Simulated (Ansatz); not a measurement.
BaI2, SMILES [I][Ba][I].

Geometry optimised at B3LYP-D3(BJ)/def2-SVP. The def2 effective core potentials stand for the cores of Ba, I; spin–orbit coupling is left out.

Two levels are set side by side: PBE/def2-SVPD (Ansatz, a program for electronic structure) and CAM-B3LYP/def2-SVPD (Ansatz). Energy differences of separate SCF runs at the same geometry; the states with an electron removed or added have multiplicity 2 and 2. Differences are taken from unrounded values.

```tsv
quantity	CAM-B3LYP
vertical ionisation energy (eV)	8.80
vertical electron affinity (eV)	1.21
vertical singlet–triplet gap (eV)	4.03
```

Task: What does PBE give, and how far is it from CAM-B3LYP? (An estimate is asked for; the answer gives what the named calculation found.)

Result: 
| quantity | PBE | PBE minus CAM-B3LYP |
|---|---|---|
| vertical ionisation energy (eV) | 8.14 | -0.66 |
| vertical electron affinity (eV) | 1.21 | 0.00 |
| vertical singlet–triplet gap (eV) | 3.36 | -0.67 |
